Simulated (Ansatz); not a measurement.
Diphenyliodonium chloride (C12H10ClI), relaxed as a singlet with RKS r2SCAN-D4/def2-SVP in Ansatz, starting from the GFN2-xTB geometry. Force threshold 0.03 eV/Å.

In the def2 sets I takes a core potential; there is no spin–orbit coupling.

Start:

```xyz
24

Cl   -0.814   -1.203   -0.894
C    -3.681    2.888   -1.207
C    -2.426    3.323   -1.600
C    -1.289    2.695   -1.116
C    -1.426    1.631   -0.246
I     0.386    0.632    0.508
C     1.748   -1.096    0.676
C     3.061   -0.933    0.278
C     3.945   -1.992    0.414
C     3.512   -3.192    0.951
C     2.194   -3.340    1.350
C     1.305   -2.288    1.213
C    -2.671    1.195    0.161
C    -3.803    1.829   -0.322
H    -4.565    3.375   -1.592
H    -2.329    4.149   -2.289
H    -0.306    3.028   -1.416
H     3.389    0.010   -0.134
H     4.972   -1.875    0.099
H     4.204   -4.015    1.058
H     1.856   -4.275    1.772
H     0.274   -2.396    1.509
H    -2.756    0.359    0.837
H    -4.780    1.493   -0.010
```

(1) Estimate the energy that the relaxation releases and the steps that it takes.

(2) Does the start keep its bonding?

(3) Predict the relaxed structure.

Results:

(1) 5.7 kcal/mol, in 10 steps; 88 s on 4 threads of Arm Neoverse V2 on a shared host. No frequencies were taken in this run, so the end may be a saddle point.

(2) By distances, no bond broke or formed. The bond that changes most is Cl1–I6, from 2.60 to 2.81 Å (atoms count from 1).

(3) 
```xyz
24

Cl   -1.413   -1.679   -0.161
C    -3.611    3.101   -1.185
C    -2.302    3.425   -1.548
C    -1.237    2.613   -1.133
C    -1.529    1.495   -0.359
I     0.277    0.481    0.442
C     1.681   -1.237    0.597
C     2.974   -0.910    0.204
C     3.986   -1.859    0.411
C     3.681   -3.091    0.994
C     2.366   -3.386    1.372
C     1.340   -2.456    1.166
C    -2.820    1.136    0.009
C    -3.868    1.965   -0.408
H    -4.440    3.733   -1.515
H    -2.099    4.304   -2.166
H    -0.208    2.858   -1.417
H     3.206    0.056   -0.258
H     5.010   -1.629    0.102
H     4.471   -3.831    1.147
H     2.128   -4.351    1.829
H     0.299   -2.673    1.419
H    -2.997    0.223    0.582
H    -4.894    1.713   -0.123
```
Bond lengths: 12 × C–C 1.39 to 1.40 Å; 2 × C–I 2.22 to 2.23 Å; 1 × Cl–I 2.81 Å; 10 × C–H 1.09 Å.
